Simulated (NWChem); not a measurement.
System meant: C₂H₄I cation

NWChem input:

```
start job
memory heap 200 mb stack 900 mb global 1100 mb
charge 1
geometry units angstroms noautoz
  C     -0.342638     2.454930     0.000000
  C      0.539050     1.315385     0.000000
  I     -0.001457    -0.589202     0.000000
  H     -0.060156     3.097344     0.864127
  H     -0.060156     3.097344    -0.864127
  H     -1.416612     2.236571     0.000000
  H      1.627379     1.482355     0.000000
end
basis spherical
  C library def2-svp
  I library def2-svp
  H library def2-svp
end
ecp
  I library def2-ecp
end
dft
  odft
  mult 2
  xc pbe0
  iterations 150
  mulliken
end
task dft energy
```

End of the output:

```
 ==============================================================================
                                 internuclear angles
 ------------------------------------------------------------------------------
        center 1       |       center 2       |       center 3       |  degrees
 ------------------------------------------------------------------------------
    2 C                |   1 C                |   4 H                |   107.53
    2 C                |   1 C                |   5 H                |   107.53
    2 C                |   1 C                |   6 H                |   116.24
    4 H                |   1 C                |   5 H                |   101.84
    4 H                |   1 C                |   6 H                |   111.32
    5 H                |   1 C                |   6 H                |   111.32
    1 C                |   2 C                |   3 I                |   126.43
    1 C                |   2 C                |   7 H                |   119.01
    3 I                |   2 C                |   7 H                |   114.57
 ------------------------------------------------------------------------------
                            number of included internuclear angles:          9
 ==============================================================================

 Summary of "ao basis" -> "" (spherical)
 ------------------------------------------------------------------------------
       Tag                 Description            Shells   Functions and Types
 ---------------- ------------------------------  ------  ---------------------
 C                          def2-svp                 6       14   3s2p1d
 I                          def2-svp                10       26   4s4p2d
 H                          def2-svp                 3        5   2s1p

                                 NWChem DFT Module
                                 -----------------

 Summary of "ao basis" -> "ao basis" (spherical)
 ------------------------------------------------------------------------------
       Tag                 Description            Shells   Functions and Types
 ---------------- ------------------------------  ------  ---------------------
 C                          def2-svp                 6       14   3s2p1d
 I                          def2-svp                10       26   4s4p2d
 H                          def2-svp                 3        5   2s1p

      Symmetry analysis of basis
      --------------------------

        a'         51
        a"         23

  number of electrons :                   40
  multiplicity        :                    2
 ------------------------------------------------------------------------
  no. of electrons and multiplicity not compatible                  40
 ------------------------------------------------------------------------
 ------------------------------------------------------------------------
  current input line :
    28: task dft energy
 ------------------------------------------------------------------------
 ------------------------------------------------------------------------
 There is an error in the input file
 ------------------------------------------------------------------------
 For more information see the NWChem manual at https://nwchemgit.github.io

0: no. of electrons and multiplicity not compatible:Received an Error in Communication
```

What is wrong, and how is it mended?

The input was rejected before any calculation. Cause: the multiplicity doesn't fit the number of electrons (an even count wants an odd multiplicity, and the reverse). This input runs:
```
start job
memory heap 200 mb stack 900 mb global 1100 mb
charge 1
geometry units angstroms noautoz
  C     -0.342638     2.454930     0.000000
  C      0.539050     1.315385     0.000000
  I     -0.001457    -0.589202     0.000000
  H     -0.060156     3.097344     0.864127
  H     -0.060156     3.097344    -0.864127
  H     -1.416612     2.236571     0.000000
  H      1.627379     1.482355     0.000000
end
basis spherical
  * library def2-svp
end
ecp
  I library def2-ecp
end
dft
  xc pbe0
  iterations 150
  mulliken
end
task dft energy
```
It converges to -375.83320 Ha (PBE0/def2-SVP with def2 effective core potentials on I).
